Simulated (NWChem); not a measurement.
System: C$_{5}$H$_{6}$; SMILES CC(C#C)=C

```xyz
11

C     -0.0481    -2.2108     0.0000
C      0.0568    -1.0046     0.0000
C      0.1152     0.4269     0.0000
C      1.2950     1.0704     0.0000
C     -1.2147     1.1508     0.0000
H     -0.1180    -3.2745     0.0000
H      2.2377     0.5329     0.0000
H      1.3391     2.1558     0.0000
H     -1.8070     0.8772    -0.8814
H     -1.8070     0.8772     0.8814
H     -1.0695     2.2352     0.0000
```
Atoms are numbered in this order, from 1.

Computed with NWChem. Structure relaxed at the B3LYP/6-31G* (spherical d) level.

Question: What does the run give for CAM-B3LYP/def2-TZVP? Quantities: highest occupied level (eV); orbital gap (eV); dipole (D).

Answer: The highest occupied level (eV) is -8.24, the orbital gap (eV) comes out as 8.55 and the dipole (D) is 0.54.
